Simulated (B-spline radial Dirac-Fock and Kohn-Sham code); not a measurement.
**Lu³⁺: eigenvalues, ΔSCF and the reference**

System: the Lu³⁺ ion, configuration [Xe] 4f12 5d2 (an excited configuration).

The density-functional columns are spherical, spin-unpolarised Dirac-Kohn-Sham results without Breit or QED terms: −ε is minus the orbital energy of the initial state and ΔSCF the difference of two total energies. The reference in the last column comes from ΔSCF Dirac-Fock with Breit, self-energy and vacuum polarisation, finite nucleus, configuration average. All numbers are from a radial finite-basis atomic code, in eV; a selection of levels is shown. The Kohn-Sham columns are given as differences from the reference. For the 1s level of heavy atoms much of the gap between ΔSCF and the reference is the Breit and QED part, -304.1 eV here; for other levels the error of the functional can be larger.

| level | LDA −ε − DF | LDA ΔSCF − DF | Dirac-Fock |
| --- | --- | --- | --- |
| K (1s) | -232.8 | +292.0 | 63365.2 |
| L1 (2s) | -155.1 | -59.1 | 10934.4 |
| L2 (2p1/2) | -110.8 | +12.3 | 10406.5 |
| L3 (2p3/2) | -122.2 | -14.8 | 9301.8 |
| M1 (3s) | -79.3 | -51.0 | 2558.2 |
| M2 (3p1/2) | -62.6 | -32.3 | 2326.6 |
| M3 (3p3/2) | -61.7 | -33.9 | 2087.9 |
| M4 (3d3/2) | -40.5 | -7.3 | 1699.8 |
| M5 (3d5/2) | -41.5 | -9.3 | 1648.9 |
| N1 (4s) | -41.2 | -27.7 | 570.4 |
| N2 (4p1/2) | -33.7 | -20.3 | 475.3 |
| N3 (4p3/2) | -33.8 | -20.9 | 420.6 |
| N4 (4d3/2) | -21.5 | -8.9 | 263.6 |
| N5 (4d5/2) | -21.6 | -9.1 | 253.6 |
| N6,7 (4f) | -7.6 | +3.7 | 60.13 |
| O1 (5s) | -11.4 | -3.0 | 108.2 |
| O2 (5p1/2) | -6.7 | +1.2 | 77.82 |
| O3 (5p3/2) | -6.7 | +0.8 | 69.82 |
| O4,5 (5d) | -4.5 | +1.3 | 33.79 |

Values without a named source are computed, but for edge energies of neutral atoms, which are taken from tables.
